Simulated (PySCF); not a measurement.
Te(NH2)(SH) (H3NSTe), SMILES S[Te]N.

Coordinates come from a B3LYP-D3(BJ)/def2-SVP optimisation. The def2 effective core potentials stand for the cores of Te; spin–orbit coupling is left out. The values are those of a single conformer.

Calculation: B3LYP-D3(BJ)/def2-SVP in PySCF 2.14.0.

Frequencies are harmonic and unscaled.

| mode | ν (cm⁻¹) | IR (km/mol) | Raman (Å⁴/amu) | depolarisation | moving atoms (share of kinetic energy) |
|---|---|---|---|---|---|
| 1 | 166 | 0.4 | 7.4 | 0.75 | N 56 %, S 24 %, Te 12 %, H 8 % |
| 2 | 300 | 15.8 | 9.1 | 0.74 | H 93 % |
| 3 | 313 | 34.9 | 8.6 | 0.50 | S 58 %, Te 18 %, H 17 % |
| 4 | 341 | 22.2 | 5.1 | 0.64 | H 95 % |
| 5 | 398 | 83.8 | 25.1 | 0.11 | H 41 %, N 37 %, S 16 % |
| 6 | 652 | 38.5 | 15.9 | 0.39 | N 47 %, H 45 %, Te 8 % |
| 7 | 752 | 2.1 | 18.9 | 0.55 | H 97 % |
| 8 | 913 | 3.6 | 2.0 | 0.75 | H 92 % |
| 9 | 1526 | 5.9 | 11.2 | 0.52 | H 92 %, N 8 % |
| 10 | 2651 | 2.2 | 161.1 | 0.28 | H 97 % |
| 11 | 3519 | 21.0 | 201.9 | 0.14 | H 96 % |
| 12 | 3636 | 26.8 | 88.5 | 0.75 | H 91 %, N 9 % |
